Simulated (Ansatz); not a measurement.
Born–Oppenheimer molecular dynamics of a periodic cell of 17 atoms, H4Ru12C (surface Ru(0001), adsorbate CH4). It starts from a relaxed structure.

Level of theory: Ansatz, DFT r2SCAN-D3(BJ), scalar-relativistic, plane waves, PAW. Settings: accuracy low, cutoff 500 eV, k mesh 2x2x1, fermi-dirac smearing 0.05 eV, no spin polarisation.

| Quantity | Value |
| --- | --- |
| ensemble | NVT, Langevin thermostat |
| time step | 0.5 fs |
| steps asked | 200 |
| set temperature | 2400 K |
| friction | 1 /fs |
| atoms held | 1 to 4 |
| seed | 875727 |

Frames 1 fs apart, positions in Å, forces in eV/Å.

Velocities at 60 fs (Å/ps):

```
Ru 0.00 0.00 0.00
Ru 0.00 0.00 0.00
Ru 0.00 0.00 0.00
Ru 0.00 0.00 0.00
Ru -1.44 0.43 -8.14
Ru 7.95 -2.17 -0.26
Ru -1.41 -1.14 -13.08
Ru 0.10 1.03 -6.65
Ru -4.04 4.45 3.10
Ru -4.86 -6.50 3.66
Ru -1.44 4.76 -0.33
Ru 7.29 3.05 -1.38
C 4.55 -4.82 20.62
H 45.61 55.16 -18.37
H -39.06 -3.29 -147.10
H 2.70 7.49 12.71
H 83.99 7.23 17.38
```

```xyz
17
Lattice="5.4000 0.0000 0.0000 2.7000 4.6765 0.0000 0.0000 0.0000 17.2768" Properties=species:S:1:pos:R:3:forces:R:3 time_fs=60 energy_less_start_eV=1.023 T=3078
Ru 0.000 0.000 1.000 0.32 0.29 0.36
Ru 2.700 0.000 1.000 0.04 -0.03 0.31
Ru 1.350 2.338 1.000 0.23 -0.04 -0.24
Ru 4.050 2.338 1.000 0.14 0.25 -0.07
Ru 0.029 1.643 3.036 -0.08 -1.27 0.16
Ru 2.757 1.578 2.993 -0.25 -0.29 0.91
Ru 1.407 3.883 2.975 -0.43 0.61 1.21
Ru 4.051 3.905 3.103 0.38 0.22 -0.67
Ru 0.005 0.056 5.144 -0.35 0.27 -0.93
Ru 2.792 0.025 5.116 0.40 0.32 -0.56
Ru 1.418 2.339 5.065 -0.21 0.04 0.09
Ru 4.132 2.302 5.138 -0.18 -0.39 -0.52
C 4.388 3.920 8.678 -3.66 0.07 -3.82
H 4.786 2.981 8.377 0.97 -0.90 0.80
H 4.713 4.600 7.853 0.51 0.36 1.44
H 3.312 3.732 8.081 1.79 0.51 2.06
H 4.238 4.215 9.718 0.38 -0.03 -0.52
17
Lattice="5.4000 0.0000 0.0000 2.7000 4.6765 0.0000 0.0000 0.0000 17.2768" Properties=species:S:1:pos:R:3:forces:R:3 time_fs=61 energy_less_start_eV=1.158 T=2065
Ru 0.000 0.000 1.000 0.33 0.32 0.30
Ru 2.700 0.000 1.000 0.05 -0.02 0.23
Ru 1.350 2.338 1.000 0.25 -0.07 -0.33
Ru 4.050 2.338 1.000 0.13 0.26 -0.14
Ru 0.027 1.646 3.029 -0.05 -1.30 0.29
Ru 2.762 1.576 2.989 -0.31 -0.27 1.00
Ru 1.407 3.881 2.965 -0.46 0.64 1.41
Ru 4.052 3.910 3.096 0.37 0.17 -0.54
Ru 0.007 0.060 5.144 -0.38 0.31 -1.03
Ru 2.788 0.020 5.118 0.47 0.35 -0.60
Ru 1.416 2.337 5.062 -0.28 0.03 0.06
Ru 4.135 2.307 5.139 -0.13 -0.44 -0.60
C 4.386 3.918 8.684 -3.21 0.80 -5.51
H 4.811 3.004 8.393 1.13 -1.36 0.46
H 4.699 4.612 7.781 0.22 -0.33 2.50
H 3.316 3.731 8.097 1.72 0.41 2.16
H 4.305 4.176 9.713 0.14 0.49 0.33
17
Lattice="5.4000 0.0000 0.0000 2.7000 4.6765 0.0000 0.0000 0.0000 17.2768" Properties=species:S:1:pos:R:3:forces:R:3 time_fs=62 energy_less_start_eV=1.124 T=1626
Ru 0.000 0.000 1.000 0.36 0.33 0.25
Ru 2.700 0.000 1.000 0.04 -0.02 0.20
Ru 1.350 2.338 1.000 0.25 -0.08 -0.38
Ru 4.050 2.338 1.000 0.15 0.26 -0.18
Ru 0.028 1.646 3.028 -0.07 -1.31 0.33
Ru 2.765 1.578 2.985 -0.36 -0.28 1.12
Ru 1.409 3.881 2.957 -0.49 0.63 1.55
Ru 4.051 3.909 3.094 0.37 0.19 -0.48
Ru 0.004 0.058 5.147 -0.39 0.35 -1.08
Ru 2.786 0.020 5.117 0.50 0.36 -0.62
Ru 1.415 2.335 5.061 -0.27 0.06 0.06
Ru 4.136 2.312 5.145 -0.11 -0.51 -0.69
C 4.391 3.916 8.685 -2.72 -0.46 -6.52
H 4.797 2.950 8.467 0.76 -0.51 0.24
H 4.705 4.598 7.794 0.51 -0.35 2.33
H 3.333 3.757 8.095 1.53 0.25 2.17
H 4.325 4.142 9.689 -0.07 1.08 1.73
17
Lattice="5.4000 0.0000 0.0000 2.7000 4.6765 0.0000 0.0000 0.0000 17.2768" Properties=species:S:1:pos:R:3:forces:R:3 time_fs=63 energy_less_start_eV=1.104 T=2316
Ru 0.000 0.000 1.000 0.37 0.34 0.19
Ru 2.700 0.000 1.000 0.03 -0.02 0.16
Ru 1.350 2.338 1.000 0.25 -0.09 -0.45
Ru 4.050 2.338 1.000 0.12 0.26 -0.17
Ru 0.028 1.646 3.026 -0.10 -1.30 0.39
Ru 2.759 1.578 2.983 -0.26 -0.25 1.14
Ru 1.409 3.881 2.949 -0.49 0.63 1.70
Ru 4.050 3.908 3.094 0.36 0.18 -0.49
Ru 0.003 0.048 5.148 -0.46 0.39 -1.13
Ru 2.785 0.022 5.109 0.55 0.32 -0.55
Ru 1.416 2.341 5.064 -0.24 0.10 0.01
Ru 4.137 2.316 5.149 -0.14 -0.56 -0.77
C 4.401 3.911 8.686 -2.46 -2.68 -7.28
H 4.816 2.890 8.466 0.06 0.99 0.42
H 4.697 4.576 7.845 0.98 0.22 1.32
H 3.332 3.779 8.124 1.53 0.09 2.16
H 4.394 4.140 9.658 -0.10 1.38 3.34
17
Lattice="5.4000 0.0000 0.0000 2.7000 4.6765 0.0000 0.0000 0.0000 17.2768" Properties=species:S:1:pos:R:3:forces:R:3 time_fs=64 energy_less_start_eV=1.254 T=2675
Ru 0.000 0.000 1.000 0.40 0.35 0.14
Ru 2.700 0.000 1.000 0.00 -0.01 0.12
Ru 1.350 2.338 1.000 0.24 -0.10 -0.56
Ru 4.050 2.338 1.000 0.10 0.26 -0.21
Ru 0.026 1.649 3.021 -0.07 -1.35 0.52
Ru 2.752 1.582 2.980 -0.19 -0.27 1.19
Ru 1.410 3.879 2.940 -0.48 0.65 1.90
Ru 4.052 3.907 3.097 0.30 0.22 -0.51
Ru 0.001 0.043 5.151 -0.51 0.38 -1.21
Ru 2.784 0.022 5.100 0.60 0.32 -0.48
Ru 1.421 2.344 5.067 -0.22 0.16 -0.06
Ru 4.135 2.324 5.152 -0.17 -0.63 -0.82
C 4.398 3.909 8.705 -2.61 -3.05 -8.66
H 4.836 2.910 8.470 -0.01 0.68 0.33
H 4.689 4.553 7.860 1.10 0.52 1.04
H 3.330 3.784 8.157 1.45 0.04 2.30
H 4.479 4.128 9.647 0.09 1.82 4.96
17
Lattice="5.4000 0.0000 0.0000 2.7000 4.6765 0.0000 0.0000 0.0000 17.2768" Properties=species:S:1:pos:R:3:forces:R:3 time_fs=65 energy_less_start_eV=1.038 T=2313
Ru 0.000 0.000 1.000 0.43 0.36 0.08
Ru 2.700 0.000 1.000 -0.01 -0.03 0.03
Ru 1.350 2.338 1.000 0.23 -0.12 -0.66
Ru 4.050 2.338 1.000 0.09 0.27 -0.20
Ru 0.027 1.650 3.015 -0.09 -1.36 0.64
Ru 2.747 1.577 2.976 -0.10 -0.15 1.26
Ru 1.410 3.878 2.930 -0.46 0.67 2.10
Ru 4.056 3.910 3.098 0.22 0.17 -0.53
Ru 0.002 0.043 5.152 -0.53 0.38 -1.25
Ru 2.783 0.027 5.095 0.62 0.37 -0.43
Ru 1.427 2.345 5.071 -0.18 0.14 -0.15
Ru 4.133 2.330 5.151 -0.23 -0.69 -0.87
C 4.388 3.909 8.707 -2.10 -2.54 -6.09
H 4.871 2.933 8.445 -0.34 0.54 0.48
H 4.712 4.524 7.857 0.87 0.79 0.99
H 3.309 3.793 8.211 1.54 -0.01 2.09
H 4.526 4.126 9.689 0.04 1.23 2.50
17
Lattice="5.4000 0.0000 0.0000 2.7000 4.6765 0.0000 0.0000 0.0000 17.2768" Properties=species:S:1:pos:R:3:forces:R:3 time_fs=66 energy_less_start_eV=0.989 T=2038
Ru 0.000 0.000 1.000 0.44 0.36 0.10
Ru 2.700 0.000 1.000 -0.01 -0.06 0.00
Ru 1.350 2.338 1.000 0.25 -0.16 -0.66
Ru 4.050 2.338 1.000 0.08 0.25 -0.18
Ru 0.028 1.651 3.016 -0.11 -1.42 0.62
Ru 2.750 1.569 2.979 -0.13 -0.04 1.19
Ru 1.409 3.873 2.928 -0.43 0.73 2.14
Ru 4.057 3.908 3.103 0.21 0.18 -0.62
Ru 0.002 0.037 5.150 -0.51 0.40 -1.24
Ru 2.782 0.030 5.092 0.62 0.33 -0.38
Ru 1.429 2.343 5.070 -0.16 0.13 -0.14
Ru 4.137 2.333 5.149 -0.25 -0.71 -0.82
C 4.378 3.914 8.698 -1.15 -3.17 -3.63
H 4.948 2.925 8.442 -1.22 1.33 0.57
H 4.725 4.515 7.865 0.76 1.09 0.65
H 3.278 3.786 8.255 1.88 -0.07 1.87
H 4.568 4.118 9.723 -0.26 0.83 0.52
17
Lattice="5.4000 0.0000 0.0000 2.7000 4.6765 0.0000 0.0000 0.0000 17.2768" Properties=species:S:1:pos:R:3:forces:R:3 time_fs=67 energy_less_start_eV=1.094 T=2140
Ru 0.000 0.000 1.000 0.44 0.34 0.15
Ru 2.700 0.000 1.000 0.00 -0.07 0.02
Ru 1.350 2.338 1.000 0.26 -0.13 -0.60
Ru 4.050 2.338 1.000 0.06 0.23 -0.15
Ru 0.028 1.651 3.017 -0.07 -1.45 0.61
Ru 2.751 1.566 2.983 -0.12 0.03 1.11
Ru 1.409 3.875 2.934 -0.40 0.68 2.03
Ru 4.062 3.904 3.104 0.15 0.23 -0.63
Ru 0.004 0.029 5.149 -0.53 0.43 -1.27
Ru 2.783 0.030 5.089 0.63 0.23 -0.31
Ru 1.428 2.341 5.070 -0.21 0.19 -0.13
Ru 4.147 2.340 5.150 -0.22 -0.71 -0.79
C 4.386 3.915 8.690 -1.04 -3.15 -4.31
H 5.019 2.956 8.433 -1.59 1.30 0.50
H 4.700 4.530 7.853 0.89 1.19 0.75
H 3.286 3.806 8.235 1.90 -0.41 1.90
H 4.554 4.098 9.707 -0.16 1.06 1.12
17
Lattice="5.4000 0.0000 0.0000 2.7000 4.6765 0.0000 0.0000 0.0000 17.2768" Properties=species:S:1:pos:R:3:forces:R:3 time_fs=68 energy_less_start_eV=1.103 T=2569
Ru 0.000 0.000 1.000 0.43 0.32 0.19
Ru 2.700 0.000 1.000 0.02 -0.05 0.04
Ru 1.350 2.338 1.000 0.31 -0.10 -0.63
Ru 4.050 2.338 1.000 0.07 0.23 -0.17
Ru 0.036 1.651 3.011 -0.19 -1.46 0.73
Ru 2.755 1.569 2.985 -0.14 -0.02 1.11
Ru 1.407 3.876 2.939 -0.33 0.68 1.94
Ru 4.065 3.905 3.102 0.10 0.23 -0.58
Ru 0.000 0.024 5.154 -0.53 0.37 -1.36
Ru 2.789 0.025 5.090 0.66 0.16 -0.30
Ru 1.427 2.344 5.070 -0.23 0.31 -0.10
Ru 4.151 2.343 5.153 -0.18 -0.68 -0.83
C 4.406 3.899 8.674 -0.94 -1.44 -3.89
H 5.080 3.009 8.444 -1.37 0.60 0.20
H 4.669 4.560 7.809 0.84 0.65 1.48
H 3.312 3.806 8.193 1.85 -0.73 2.02
H 4.552 4.117 9.713 -0.37 0.92 0.15
17
Lattice="5.4000 0.0000 0.0000 2.7000 4.6765 0.0000 0.0000 0.0000 17.2768" Properties=species:S:1:pos:R:3:forces:R:3 time_fs=69 energy_less_start_eV=1.316 T=2399
Ru 0.000 0.000 1.000 0.43 0.31 0.20
Ru 2.700 0.000 1.000 0.03 -0.04 0.02
Ru 1.350 2.338 1.000 0.34 -0.12 -0.66
Ru 4.050 2.338 1.000 0.07 0.24 -0.19
Ru 0.039 1.651 3.006 -0.24 -1.48 0.83
Ru 2.759 1.568 2.987 -0.18 -0.02 1.09
Ru 1.404 3.873 2.938 -0.25 0.72 1.97
Ru 4.068 3.905 3.097 0.05 0.21 -0.48
Ru -0.004 0.019 5.158 -0.52 0.32 -1.41
Ru 2.789 0.023 5.094 0.70 0.12 -0.30
Ru 1.427 2.348 5.071 -0.24 0.36 -0.10
Ru 4.153 2.338 5.159 -0.19 -0.65 -0.91
C 4.436 3.891 8.671 -2.81 1.60 -2.66
H 5.065 3.082 8.474 0.59 -1.74 -0.34
H 4.640 4.569 7.755 0.88 0.30 2.12
H 3.349 3.767 8.141 1.87 -0.67 2.32
H 4.534 4.154 9.759 -0.51 0.53 -1.48
17
Lattice="5.4000 0.0000 0.0000 2.7000 4.6765 0.0000 0.0000 0.0000 17.2768" Properties=species:S:1:pos:R:3:forces:R:3 time_fs=70 energy_less_start_eV=1.768 T=2945
Ru 0.000 0.000 1.000 0.41 0.31 0.18
Ru 2.700 0.000 1.000 0.03 -0.03 0.02
Ru 1.350 2.338 1.000 0.36 -0.09 -0.68
Ru 4.050 2.338 1.000 0.05 0.25 -0.24
Ru 0.038 1.654 3.000 -0.23 -1.52 0.96
Ru 2.760 1.567 2.987 -0.22 -0.02 1.12
Ru 1.404 3.876 2.940 -0.28 0.68 1.94
Ru 4.065 3.905 3.093 0.08 0.21 -0.39
Ru -0.004 0.015 5.160 -0.57 0.25 -1.44
Ru 2.788 0.015 5.098 0.74 0.06 -0.38
Ru 1.424 2.354 5.068 -0.23 0.46 -0.08
Ru 4.151 2.334 5.163 -0.19 -0.57 -0.96
C 4.465 3.897 8.673 -6.09 4.20 -1.93
H 5.076 3.182 8.459 3.38 -4.83 -1.04
H 4.577 4.566 7.777 1.15 0.93 1.48
H 3.362 3.718 8.089 2.11 -0.57 2.68
H 4.530 4.219 9.737 -0.52 0.27 -1.25
17
Lattice="5.4000 0.0000 0.0000 2.7000 4.6765 0.0000 0.0000 0.0000 17.2768" Properties=species:S:1:pos:R:3:forces:R:3 time_fs=71 energy_less_start_eV=2.136 T=2417
Ru 0.000 0.000 1.000 0.38 0.30 0.17
Ru 2.700 0.000 1.000 0.05 -0.03 0.04
Ru 1.350 2.338 1.000 0.36 -0.06 -0.70
Ru 4.050 2.338 1.000 0.03 0.26 -0.28
Ru 0.035 1.654 2.993 -0.22 -1.50 1.09
Ru 2.759 1.569 2.985 -0.20 -0.07 1.14
Ru 1.405 3.876 2.947 -0.31 0.70 1.82
Ru 4.061 3.908 3.086 0.14 0.17 -0.29
Ru -0.004 0.012 5.160 -0.60 0.16 -1.42
Ru 2.788 0.011 5.102 0.77 0.01 -0.52
Ru 1.425 2.360 5.063 -0.23 0.55 0.00
Ru 4.146 2.334 5.166 -0.19 -0.51 -1.01
C 4.480 3.901 8.653 -7.94 3.78 1.67
H 5.067 3.214 8.394 4.55 -6.31 -1.27
H 4.591 4.521 7.841 1.33 3.23 -0.97
H 3.351 3.703 8.059 2.30 -0.45 2.61
H 4.487 4.237 9.747 -0.22 -0.24 -2.08
```

Of the whole run (100 fs, mean temperature of the second half 2440 K): A run of 0.1 ps of so small a system gives no equilibrium averages. The friction is so strong that the motion is overdamped, so the time scale means little. Limits of this set-up: coarse k mesh, thin slab, slab without dipole correction, low accuracy level.

The run took 9.2 min on 4 threads of AMD EPYC 9R45 96-Core Processor (Zen 5), with other jobs on the host, peak memory 2 GiB.
